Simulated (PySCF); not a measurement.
BiI3, SMILES [Bi]([I])([I])[I].

Geometry optimised at PBE-D3(BJ)/def2-SVP. The isomer is the one that the SMILES or the coordinates give; other isomers of the formula were not compared. The def2 effective core potentials stand for the cores of Bi, I; spin–orbit coupling is left out.

These are PBE-D3(BJ)/def2-SVP run with PySCF values and carry that method's errors.

Frequencies are harmonic and unscaled.

Modes within 1.5 cm⁻¹ of each other (mostly degenerate sets) share a row, with their intensities summed.

Computed vibrational spectrum:
```
mode  ν (cm⁻¹)  IR (km/mol)  moving atoms (share of kinetic energy)
----  --------  -----------  --------------------------------------
1–2         44          0.1                         I 89 %, Bi 11 %
3           55          0.4                         I 66 %, Bi 34 %
4–6        162         52.8                         I 57 %, Bi 43 %
```
